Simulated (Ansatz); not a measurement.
Species: BiBr$_{2}$, charge 1, multiplicity 1. It need not be the lowest isomer of its formula. SMILES: [Br][Bi+][Br]
Structure (B3LYP-D3(BJ)/def2-TZVP (Ansatz, a quantum-chemistry and plane-wave program) minimum search):
```xyz
3

Bi     0.6344     0.3168     0.1877
Br    -1.1065     1.0721    -1.4686
Br    -0.3980    -1.8234     1.0235
```
Charge +1, spin multiplicity 1.

Property: vertical triplet-singlet gap (E(triplet) - E(singlet); each state is the SCF solution reached for its spin; for the triplet the Hartree-Fock reference is unstable and T1 is 0.026), in kJ/mol. Valence correlation only, unless marked. Open shells are spin-unrestricted. No spin-orbit coupling. Frozen are the shells of the preceding noble gas and the d and f shells that filled before the atom's block. Past Kr the def2 sets carry scalar-relativistic core potentials. 

| level | program | vertical triplet-singlet gap (kJ/mol) |
|---|---|---|
| HF/def2-QZVPPD | Ansatz | 173.4 |
| RI-HF/def2-TZVPPD | Ansatz | 173.7 |
| PBE/def2-TZVPD | Ansatz | 226.4 |
| r2SCAN/def2-TZVPD | Ansatz | 222.6 |
| B3LYP/def2-TZVPD | Ansatz | 228.8 |
| PBE0/def2-TZVPD | Ansatz | 229.0 |
| BHLYP/def2-TZVPD | Ansatz | 227.6 |
| wB97M-V/def2-TZVPD | Ansatz | 233.2 |
| B2PLYP/def2-TZVPD | Ansatz | 247.0 |
| RI-MP2/def2-TZVPPD | Ansatz | 267.9 |
| RI-MP2/def2-QZVPPD | Ansatz | 273.1 |
| CCSD/def2-SVPD | Ansatz | 236.9 |
| CCSD(T)/def2-SVPD | Ansatz | 240.9 |
| CCSD(T)/def2-TZVPPD | Ansatz | 241.0 |
